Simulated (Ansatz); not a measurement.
The cluster Ge₂S₄⁻. Charge -1, multiplicity 2. Geometry PBE-D4/def2-SVPD, basis def2-TZVPD, Ansatz.

Cartesian coordinates in Å:
```
Ge 1.752 0.756 0.358
Ge -1.006 -1.008 -0.148
S 0.891 1.648 -1.700
S -0.559 1.455 -0.145
S 1.268 -1.513 0.145
S -2.345 -1.338 1.490
```

| run | HOMO (eV) | LUMO (eV) |
| --- | --- | --- |
| A | -1.89 | 0.45 |
| B | -0.88 | -0.25 |
| C | -1.54 | 0.18 |
| D | -1.16 | -0.10 |
| E | -2.11 | 0.60 |

The structure comes from a short search, and lower isomers may exist.

HOMO and LUMO are taken over both spins.

Problem. The runs used PBE, PBE0, r2SCAN, r2SCAN0, r2SCANh. Estimate which is which.

Solution. A PBE0 (25 % exact exchange); B PBE (0 % exact exchange); C r2SCANh (10 % exact exchange); D r2SCAN (0 % exact exchange); E r2SCAN0 (25 % exact exchange). Exact exchange lowers occupied and raises empty levels; among semilocal functionals meta-GGAs tend to open the gap a little, and such runs are hard to tell apart. The gap grows from 0.64 eV (PBE) to 2.71 eV (r2SCAN0).
